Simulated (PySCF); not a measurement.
BO, SMILES [B]=O (connectivity only; charge and spin as stated), charge +1, multiplicity 1.

The structure is a stationary point at r2SCAN-D4/def2-TZVPD. The spin state was assumed, not searched.

These are TDDFT-ωB97X/def2-TZVPD run with PySCF 2.14.0 values and carry that method's errors.

Vertical excitations; the highest root listed may be one member of a degenerate set. The molecule is in vacuum. State labels are in the subgroup C2v.

```
state  symmetry  energy (eV)  λ (nm)      f                                   main pairs
-----  --------  -----------  ------  -----  -------------------------------------------
S1           B2         1.99     621  0.010                   HOMO→LUMO (degenerate set)
S2           B1         1.99     621  0.010                 HOMO−1→LUMO (degenerate set)
S3           A1         4.46     278  0.033                             HOMO−2→LUMO 95 %
S4           A2         8.13     153  0.000         HOMO→LUMO+1 49 %, HOMO−1→LUMO+2 49 %
S5           A1         8.26     150  0.000  HOMO−1→LUMO+1, HOMO→LUMO+2 (degenerate set)
S6           A2         8.26     150  0.000  HOMO−1→LUMO+2, HOMO→LUMO+1 (degenerate set)
S7           B1        10.72     116  0.074               HOMO−2→LUMO+1 (degenerate set)
S8           B2        10.72     116  0.074               HOMO−2→LUMO+2 (degenerate set)
S9           A1        13.01      95  0.728         HOMO−1→LUMO+1 46 %, HOMO→LUMO+2 46 %
S10          B1        14.39      86  0.141       HOMO−1→LUMO+4 56 %, HOMO−1→LUMO+3 35 %
T1           B2         1.59     782      0                   HOMO→LUMO (degenerate set)
T2           B1         1.59     782      0                 HOMO−1→LUMO (degenerate set)
T3           A1         3.58     346      0                             HOMO−2→LUMO 97 %
T4           A1         6.76     183      0         HOMO→LUMO+2 47 %, HOMO−1→LUMO+1 47 %
```
Triplets are in the Tamm–Dancoff approximation, which puts them higher than full response would, so one can lie above its singlet here.
